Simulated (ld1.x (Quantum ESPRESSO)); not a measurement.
**tin: TM pseudisation with PBEsol, scalar-relativistic reference atom.**

- Element: Sn
- Generator: ld1.x (Quantum ESPRESSO) 7.5
- Type: norm-conserving Troullier–Martins (Kleinman–Bylander form)
- Functional: PBEsol
- Relativity: scalar-relativistic
- Frozen core: [Kr]
- Valence charge: 14
- Reference configuration: 4d10 5s2 5p0.5 (charge +1.5)
- Partial waves: 5p (bound): rc 2.00 bohr; 4d (bound): rc 1.75 bohr; 5s (bound): rc 1.85 bohr
- Local potential: the s channel
- Core correction: a·sin(br)/r model core inside 1.45 bohr

All-electron outer shells of the reference configuration (PBEsol, scalar-relativistic, ld1.x):

| shell | level (eV) | outermost node (bohr) | outermost maximum (bohr) |
| --- | --- | --- | --- |
| 4p | -102.16 | 0.41 | 0.79 |
| 4d | -38.34 | 0.39 | 0.88 |
| 5s | -21.92 | 0.98 | 1.97 |
| 5p | -13.94 | 1.08 | 2.37 |

(1) Estimate the cutoffs (Ry, on a coarse ladder) from which the occupation-weighted sum of valence levels, in a spherical-Bessel basis at the reference potential, stays within 10 and 1 mRy of its value at 400 Ry.

(2) Does the potential have ghost states?

(3) Which valence shell sets the plane-wave cutoff?

(4) Tests: 4d10 5s2 5p2; 4d10 5s2 5p1; 4d10 5s2 5p0; 4d10 5s1 5p3; 4d9 5s2 5p2; 4d10 5s1 5p2; 4d10 5s1 5p0. Which has the largest error in its energy relative to the reference configuration, and how large is it?

## Answers

(1) 80 Ry and 120 Ry.

(2) No extra level below or beside the all-electron valence levels (p, d, s, f tested).

(3) 4d: its level needs 80 Ry to come within 1 mRy, against 30 Ry for 5s.

(4) 4d9 5s2 5p2, with -329 meV (all-electron minus pseudo) on +19.71 eV.
